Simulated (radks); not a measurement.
All-electron atom: Pr in [Xe] 4f3 6s2. Method: scalar-relativistic Kohn-Sham, r2SCAN, spin-unpolarised, spherical densities, finite nucleus; meta-GGA in the generalised Kohn-Sham scheme; Fermi nuclear charge, rms radius 4.8919 fm; hard spherical wall at 7 bohr; computed with a radial shooting solver on a logarithmic mesh with Libxc functionals.

Unscreened Slater integrals over Kohn-Sham orbitals (eV). Empty in this configuration: 5d.

\begin{tabular}{lr}
integral & value \\ \hline
F0(4f,4f) & 21.844 \\
F2(4f,4f) & 9.7779 \\
F4(4f,4f) & 6.0283 \\
F6(4f,4f) & 4.3084 \\
F0(4f,6s) & 7.9095 \\
G3(4f,6s) & 0.46001 \\
F0(4f,5p) & 15.823 \\
F2(4f,5p) & 5.9820 \\
G2(4f,5p) & 3.7568 \\
G4(4f,5p) & 2.7566 \\
F0(4f,5s) & 17.665 \\
G3(4f,5s) & 4.0160 \\
F0(4f,5d) & 10.573 \\
F2(4f,5d) & 2.8203 \\
F4(4f,5d) & 1.4502 \\
G1(4f,5d) & 1.9103 \\
G3(4f,5d) & 1.3282 \\
G5(4f,5d) & 0.96241 \\
F0(6s,6s) & 6.3491 \\
F0(6s,5p) & 7.6414 \\
G1(6s,5p) & 0.62026 \\
F0(6s,5s) & 7.7657 \\
G0(6s,5s) & 0.33181 \\
F0(6s,5d) & 6.9665 \\
G2(6s,5d) & 2.5218 \\
F0(5p,5p) & 13.839 \\
F2(5p,5p) & 7.4381 \\
F0(5p,5s) & 14.840 \\
G1(5p,5s) & 9.9124 \\
F0(5p,5d) & 10.024 \\
F2(5p,5d) & 4.4190 \\
G1(5p,5d) & 4.9011 \\
G3(5p,5d) & 2.9802 \\
F0(5s,5s) & 16.151 \\
F0(5s,5d) & 10.348 \\
G2(5s,5d) & 2.9054 \\
F0(5d,5d) & 8.3198 \\
F2(5d,5d) & 4.2191 \\
F4(5d,5d) & 2.7348 \\
\end{tabular}

Derived for the open shells (J is the average intra-shell exchange parameter used in DFT+U). 4f: F4/F2 = 0.617, F6/F2 = 0.441, J = (286 F2 + 195 F4 + 250 F6)/6435 = 0.7846 eV.
